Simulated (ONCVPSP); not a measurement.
## What one change does to a pseudopotential (Pt, ONCV)

- Element: Pt (Z = 78)
- Generator: ONCVPSP 4.0.1
- Type: optimised norm-conserving Vanderbilt (ONCV)
- Functional: PBE
- Relativity: fully relativistic
- Frozen core: [Kr] 4d10 4f14
- Valence charge: 18
- Reference configuration: 5s2 5p6 5d7 (charge +3)
- Partial waves: 5s: rc 1.45 bohr, ncon 5, nbas 9, qcut 7.9 1/bohr, 2 projectors, debl 3 Ha; 5p: rc 1.15 bohr, ncon 3, nbas 6, qcut 6.6 1/bohr, 1 projector; 5d: rc 1.55 bohr, ncon 4, nbas 7, qcut 5.8 1/bohr, 3 projectors, debl 0.8 Ha; f scattering state at 0.14 Ha: rc 1.45 bohr, ncon 4, nbas 8, qcut 7.3 1/bohr, 3 projectors, debl 0.5 Ha
- Local potential: polynomial inside 1.10 bohr (lpopt 5, dvloc0 1 Ha)
- Core correction: Teter function, fcfact 4, rcfact 1.35

Open shells are filled in proportion to 2j + 1.

In the s channel the program set the typed energies aside and used -5.025, 0.050 Ha. In the d channel the program set the typed energies aside and used -1.400, 0.250, 1.050 Ha (j = l + 1/2; the other j can differ).

Change: all radii but the core radius scaled by about 1.33 (s 1.92, p 1.52, d 2.06, f 1.92 bohr); local potential polynomial inside 1.46 bohr (lpopt 5, dvloc0 1 Ha).

Cutoffs: the cutoffs (Ha) at which the residual kinetic energy of the hardest occupied pseudo-wave falls to 1 and 0.1 mHa per electron; they do not see the model core or the augmentation charge, which bear on the density cutoff. Errors are all-electron minus pseudo energies relative to the spin-unpolarised reference configuration.

Question: What does the change do?

Answer: The bound ghosts move from d, f to p; of the 4 tests that both files solve, the error grows in 4 and shrinks in 0 by more than 15 % and 0.3 meV (median size 2.8 → 20.3 meV). More of the atom is replaced by a form fitted at one configuration, so other configurations suffer.

| quantity | base | changed |
| --- | --- | --- |
| cutoffs, loose and tight | not determined | 20 Ha, 34 Ha |
| bound ghosts | f7/2, d3/2, f5/2 | p1/2 |
| GHOST(+) flags under 300 eV | s at 166.9 eV | f7/2 at 75.3 eV |
| error for 5s2 5p6 5d9 6s1, meV [ΔE -61.41 eV] | +5.1 | -6.7 |
| error for 5s2 5p6 5d9, meV [ΔE -52.20 eV] | -0.6 | +29 |
| error for 5s2 5p6 5d8, meV [ΔE -32.21 eV] | -0.5 | +11 |
| error for 5s2 5p5 5d9 6s1, meV [ΔE 1.74 eV] | -24 | -119 |
| rms error of d²Exc/dni dnj with the model core, mHa | 5.05 | 4.53 |

 A true bound ghost makes a file unfit for plane-wave use even where its test errors are small: the radial tests pick states by their node count and pass the ghost by.
